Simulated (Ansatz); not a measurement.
Consider the cleavage of the Si–Si bond: `F[SiH](F)[SiH3]` + `C=C[SiH2]S` → `C=C[SiH2]S[SiH](F)F` + SiH₄.

Gas-phase electronic energies from Ansatz, PBE0-D4/def2-TZVP geometries. CBS: MP2 limit from def2 TZ/QZ plus the TZ coupled-cluster correction, frozen cores. This one scheme is used for every species. Functionals use def2-TZVPP. One conformer a species, not always the lowest.

Task: Is it downhill or uphill in electronic energy at CCSD(T)/CBS, and by how much? (An estimate is asked.)

Result: Computed: Downhill: ΔE = -0.90 eV.

Task: What do these levels give: r2SCAN-D4, ωB97X-V, ωB97M-V, SCS-MP2/def2-TZVPP, HF/def2-QZVPP, MP2/CBS(def2)? (Best estimate.)

Result: The calculation gave: r2SCAN-D4 -0.90, ωB97X-V -0.87, ωB97M-V -0.95, SCS-MP2/def2-TZVPP -0.95, HF/def2-QZVPP -0.86, MP2/CBS(def2) -1.01 eV.

Largest T1 diagnostic among the species: 0.013.

From PBE to PBE0 (25 % exact exchange), in def2-TZVPP and without D4, ΔE moves by −0.05 eV. The D4 term adds −0.13 eV with B3LYP and −0.08 eV with PBE0; it sums over pairs of atoms, weighted by their polarisabilities, and B3LYP, whose exchange is more repulsive, gets the larger term.

B3LYP here is the variant with VWN-RPA as its local correlation; programs differ in this.
